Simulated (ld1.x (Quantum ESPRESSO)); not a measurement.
## Configuration tests for ruthenium (PAW)

```
Element                 : ruthenium
Generator               : ld1.x (Quantum ESPRESSO) 7.5
Type                    : PAW
Functional              : LDA (PZ)
Relativity              : scalar-relativistic
Frozen core             : [Kr]
Valence charge          : 8
Reference configuration : 4d7 5s0.75 5p0.25
Partial waves           : 5s (bound): rcut 2.25, rcutus 2.70 bohr; 5s channel at 0.3 Ry: rcut 2.25, rcutus 2.70 bohr; 5p (bound): rcut 4.05, rcutus 4.40 bohr; 5p channel at 4.15 Ry: rcut 4.05, rcutus 4.40 bohr; 4d (bound): rcut 1.65, rcutus 2.25 bohr; 4d channel at 2 Ry: rcut 1.65, rcutus 2.25 bohr
Local potential         : all-electron potential smoothed inside 2.00 bohr (lloc = -1)
Core correction         : a·sin(br)/r model core, default radius (ld1.x builds one for every PAW set, though the input has nlcc=.false.)
Augmentation charge     : BESSEL, radius 1.75 bohr
```

Energies are relative to the spin-unpolarised reference configuration 4d7 5s0.75 5p0.25; without spin polarisation the order of configurations can differ from experiment. Not all tests gave a result: test run stopped at test 5 of 9 (negative rho).

```tsv
valence configuration	charge	ΔE all-electron (eV)	error AE − PS (meV)
4d7 5s1 5p0	0	-0.874	-0.2
4d7 5s0 5p1	0	2.711	-1.0
```

Q: What are ΔE and the potential's error for 4d7 5s0 5p0?

A: ΔE = 6.739 eV all-electron; the error (AE − PS) is +1.4 meV.

Q: What are ΔE and the potential's error for 4d6 5s0 5p0?

A: ΔE = 25.177 eV all-electron; the error (AE − PS) is -44 meV.

Note: ghost state, extra bound levels that the all-electron valence spectrum of the same l lacks: s at -6.7 eV. A true bound ghost makes a file unfit for plane-wave use.
